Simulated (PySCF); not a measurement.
Record of a relaxation.

Compound: CH5Ge2NO.
Numbering: `[N:1]#[C:2][GeH2:3][O:4][GeH3:5]` (hydrogens: H6, H7 on Ge3; H8, H9, H10 on Ge5)

Method: PySCF, PBE0-D3(BJ)/def2-SVP geometry optimisation, gas phase; density fitting, grid level 1; the optimiser is geomeTRIC in internal coordinates, started from a GFN2-xTB structure with every atom displaced at random (about 0.01 Å). The frame can shift and turn from step to step; on so coarse a grid that alone can change the energy by a few meV, and forces under 0.02 eV/Å are noise.

Step 0: E = -117654.6169 eV, largest atomic force 3.938 eV/Å
```
atom  x, y, z in Å  |  force x, y, z in eV/Å
N1      2.089    2.397   -0.359    0.989   3.806   0.205
C2      1.795    1.306   -0.417   -0.902  -3.645  -0.222
Ge3     1.307   -0.559   -0.502    1.807   0.160   0.057
O4     -0.304   -0.735   -0.077   -2.314  -0.298   0.559
Ge5    -1.846   -0.122    0.557    0.892   0.100   0.339
H6      1.454   -1.038   -1.912    0.253  -0.137  -0.676
H7      2.147   -1.314    0.525    0.244   0.011   0.024
H8     -2.269    1.006   -0.337   -0.312   0.504  -0.391
H9     -1.591    0.359    1.989   -0.055   0.051   0.120
H10    -2.732   -1.322    0.511   -0.602  -0.552  -0.016
```

Step 1: E = -117654.7665 eV, largest atomic force 2.008 eV/Å
```
atom  x, y, z in Å  |  force x, y, z in eV/Å
N1      2.079    2.353   -0.367   -0.135  -0.269  -0.022
C2      1.766    1.236   -0.433    0.108   0.252   0.031
Ge3     1.332   -0.647   -0.527   -1.426  -0.158   0.271
O4     -0.412   -0.871   -0.070    1.913  -0.100  -0.600
Ge5    -1.825   -0.048    0.592   -0.455   0.097   0.051
H6      1.536   -1.095   -1.990   -0.095   0.059   0.249
H7      2.240   -1.361    0.488   -0.124   0.030  -0.058
H8     -2.251    1.120   -0.335    0.091  -0.132   0.099
H9     -1.522    0.464    2.016    0.020  -0.008  -0.054
H10    -2.895   -1.170    0.611    0.102   0.229   0.032
```

Step 2: E = -117654.8441 eV, largest atomic force 0.712 eV/Å
```
atom  x, y, z in Å  |  force x, y, z in eV/Å
N1      1.972    2.357   -0.339   -0.069  -0.022  -0.002
C2      1.700    1.231   -0.414    0.106   0.055   0.005
Ge3     1.318   -0.661   -0.523   -0.688  -0.035   0.178
O4     -0.381   -0.910   -0.090    0.589  -0.097  -0.196
Ge5    -1.785   -0.050    0.577   -0.083   0.115   0.043
H6      1.519   -1.098   -1.973    0.030  -0.001  -0.028
H7      2.213   -1.369    0.494    0.042  -0.007   0.013
H8     -2.160    1.119   -0.353    0.030  -0.008  -0.015
H9     -1.448    0.468    1.987    0.027  -0.013  -0.002
H10    -2.900   -1.107    0.620    0.017   0.013   0.003
```

Step 3: E = -117654.8604 eV, largest atomic force 0.288 eV/Å
```
atom  x, y, z in Å  |  force x, y, z in eV/Å
N1      1.864    2.356   -0.313   -0.045   0.056   0.009
C2      1.637    1.223   -0.396    0.085  -0.037  -0.009
Ge3     1.296   -0.680   -0.519    0.108   0.061  -0.004
O4     -0.374   -0.951   -0.102   -0.224  -0.181   0.018
Ge5    -1.753   -0.043    0.567    0.008   0.127   0.038
H6      1.523   -1.101   -1.971    0.038  -0.002  -0.023
H7      2.207   -1.372    0.500    0.031   0.006  -0.013
H8     -2.075    1.129   -0.376    0.002   0.007  -0.012
H9     -1.374    0.471    1.968    0.004  -0.009  -0.001
H10    -2.903   -1.054    0.627   -0.008  -0.028  -0.003
```

Step 4: E = -117654.8652 eV, largest atomic force 0.287 eV/Å
```
atom  x, y, z in Å  |  force x, y, z in eV/Å
N1      1.812    2.355   -0.300   -0.038   0.035   0.008
C2      1.610    1.217   -0.388    0.061  -0.038  -0.008
Ge3     1.290   -0.691   -0.518    0.169   0.094  -0.023
O4     -0.380   -0.975   -0.107   -0.238  -0.157   0.025
Ge5    -1.741   -0.036    0.563    0.037   0.087   0.015
H6      1.537   -1.102   -1.971    0.011  -0.004  -0.008
H7      2.212   -1.371    0.498    0.009  -0.002  -0.004
H8     -2.039    1.137   -0.385   -0.004   0.006  -0.004
H9     -1.344    0.472    1.961   -0.003  -0.002   0.003
H10    -2.909   -1.027    0.630   -0.004  -0.018  -0.003
```

Step 5: E = -117654.8716 eV, largest atomic force 0.179 eV/Å
```
atom  x, y, z in Å  |  force x, y, z in eV/Å
N1      1.629    2.347   -0.253   -0.003  -0.018   0.003
C2      1.522    1.197   -0.361    0.003  -0.017  -0.005
Ge3     1.275   -0.722   -0.516    0.157   0.080  -0.028
O4     -0.400   -1.055   -0.126   -0.094  -0.022   0.004
Ge5    -1.692   -0.013    0.549    0.034  -0.033  -0.018
H6      1.571   -1.106   -1.969   -0.037  -0.007   0.015
H7      2.220   -1.375    0.500   -0.034  -0.010   0.009
H8     -1.919    1.165   -0.414   -0.011   0.004   0.014
H9     -1.244    0.476    1.938   -0.010   0.012   0.004
H10    -2.916   -0.934    0.637   -0.004   0.010   0.003
```

Step 6: E = -117654.8727 eV, largest atomic force 0.057 eV/Å
```
atom  x, y, z in Å  |  force x, y, z in eV/Å
N1      1.658    2.348   -0.258   -0.006  -0.014   0.003
C2      1.540    1.199   -0.364    0.006  -0.006  -0.002
Ge3     1.281   -0.717   -0.517    0.045   0.036  -0.002
O4     -0.398   -1.045   -0.127   -0.028  -0.005  -0.012
Ge5    -1.699   -0.015    0.550    0.025  -0.021  -0.007
H6      1.566   -1.108   -1.969   -0.019  -0.003   0.007
H7      2.215   -1.378    0.502   -0.017  -0.005   0.006
H8     -1.939    1.164   -0.407   -0.003   0.003   0.005
H9     -1.259    0.476    1.941   -0.003   0.006   0.001
H10    -2.916   -0.945    0.636    0.001   0.007   0.001
```

Step 7: E = -117654.8730 eV, largest atomic force 0.022 eV/Å
```
atom  x, y, z in Å  |  force x, y, z in eV/Å
N1      1.655    2.346   -0.254   -0.002  -0.003   0.003
C2      1.540    1.197   -0.362    0.006   0.001  -0.001
Ge3     1.282   -0.718   -0.517   -0.009  -0.007   0.010
O4     -0.400   -1.046   -0.134    0.002   0.010  -0.019
Ge5    -1.695   -0.014    0.548    0.004  -0.008   0.006
H6      1.565   -1.110   -1.969   -0.002   0.000   0.000
H7      2.207   -1.384    0.506   -0.001   0.000   0.002
H8     -1.937    1.168   -0.406    0.001   0.002   0.000
H9     -1.253    0.477    1.938    0.002   0.002  -0.001
H10    -2.916   -0.939    0.635    0.000   0.003   0.000
```

Problem. Summarise the path.

Solution. The energy falls by 5.90 kcal/mol from step 0 to step 7; nine tenths of that is first reached at step 3. It falls at every step. The largest force goes from 3.938 to 0.022 eV/Å. Among the bonds Ge3–O4 changes most, from 1.675 to 1.756 Å; the atoms move by 0.297 Å rms after alignment.

Problem. Follow the three bonds and two angles with the largest change from start to end.

Solution. 
```tsv
step	E above end (kcal/mol)	largest force (eV/Å)	Ge3–O4 (Å)	Ge5–H10 (Å)	Ge5–H8 (Å)	Ge3–O4–Ge5 (°)	H8–Ge5–H10 (°)
0	5.90	3.938	1.675	1.492	1.500	152.7	114.8
1	2.46	2.008	1.817	1.550	1.551	143.7	111.3
2	0.67	0.712	1.771	1.536	1.540	141.5	111.3
3	0.29	0.288	1.743	1.533	1.538	138.8	111.7
4	0.18	0.287	1.744	1.533	1.538	137.2	111.8
5	0.03	0.179	1.752	1.534	1.538	131.5	112.2
6	0.01	0.057	1.754	1.534	1.538	132.2	112.1
7	0.00	0.022	1.756	1.534	1.538	131.9	112.0
```

The cost below is that of the whole optimisation. Hardware: Intel Xeon Platinum 8488C, one thread (shared host). Cost: 63 s, 0.56 GiB resident at most.
